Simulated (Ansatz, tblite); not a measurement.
Cost and result up the ladder for the cluster Sn4Cl4 (the lowest singlet isomer of a short search) (8 atoms). The state is a singlet with charge 0. Geometry: PBE0-D4/def2-SVP.

Cartesian coordinates in Å:
```
Sn 0.963 -1.275 1.620
Sn 1.265 1.221 -0.307
Sn -1.385 0.669 1.674
Sn 0.316 -1.832 -1.307
Cl -0.335 2.981 1.139
Cl -1.454 -2.199 1.012
Cl 1.810 -0.180 -2.643
Cl -1.179 0.615 -1.187
```

Ansatz on 4 threads of Arm Neoverse N1 on a shared host; xTB runs through tblite on one thread. Times are rough, summed over both states, and most runs start from the orbitals of an earlier one. PBE0-D4/def2-SVP serves as the yardstick here, not as an exact answer. The other state is a doublet.

In the def2 sets Sn takes a core potential; there is no spin–orbit coupling. The xTB rows come from tblite. The structure comes from a short search, and lower isomers may exist.

Raw xTB energies of ions are shifted by several eV.

```json
{"level": "GFN2-xTB", "functions": "72", "vertical IE (eV)": "11.99", "difference from PBE0-D4/def2-SVP (eV)": "4.73"}
{"level": "GFN1-xTB", "functions": "72", "vertical IE (eV)": "12.16", "difference from PBE0-D4/def2-SVP (eV)": "4.90"}
{"level": "PBE0-D4/def2-SVP", "functions": "176", "vertical IE (eV)": "7.26", "difference from PBE0-D4/def2-SVP (eV)": "0.00"}
{"level": "PBE-D4/def2-SVP", "functions": "176", "vertical IE (eV)": "7.10", "difference from PBE0-D4/def2-SVP (eV)": "-0.16"}
```

(1) Estimate how long each takes.

Answers

(1) GFN1-xTB 0.045 s; GFN2-xTB 0.078 s; PBE-D4/def2-SVP 19 s; PBE0-D4/def2-SVP 43 s. On shared hardware such times vary by a factor of up to 3.
